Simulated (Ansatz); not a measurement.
Bond stretch in SiH (cation, charge +1), singlet.

Calculation: full CI/cc-pVQZ, frozen core (Ansatz, an electronic-structure program).

Question: Relative to R = 1.52 Å, what are the energies at R = 1.88, 2.28, 2.74, 4.15 Å?

Answer: 0.689 eV at 1.88 Å, 1.816 eV at 2.28 Å, 2.729 eV at 2.74 Å, 3.372 eV at 4.15 Å.
